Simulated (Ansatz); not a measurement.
SnMeF3 (CH3F3Sn). The state is a singlet with charge 0. Geometry PBE-D4/def2-SVP; atoms count from 1.

```xyz
8

C     0.321   -1.007    0.647
F    -2.021    0.646   -1.231
F     0.926    1.102   -1.987
F    -0.222    2.377    0.567
Sn   -0.233    0.732   -0.470
H     1.366   -0.877    0.982
H     0.225   -1.884   -0.018
H    -0.363   -1.089    1.511
```

In the def2 sets Sn takes a core potential; there is no spin–orbit coupling.

Estimate the Mulliken populations from the PBE0/def2-TZVP orbitals of Ansatz.


| atom | charge (e) |
| --- | --- |
| C1 | -0.59 |
| F2 | -0.47 |
| F3 | -0.47 |
| F4 | -0.47 |
| Sn5 | 1.47 |
| H6 | 0.18 |
| H7 | 0.18 |
| H8 | 0.18 |
Mulliken values depend strongly on the basis.

And the Mayer bond orders between heavy atoms (over 0.3)?

C1–Sn5 0.95 (2.14 Å); F2–Sn5 0.82 (1.94 Å); F3–Sn5 0.82 (1.94 Å); F4–Sn5 0.82 (1.94 Å).
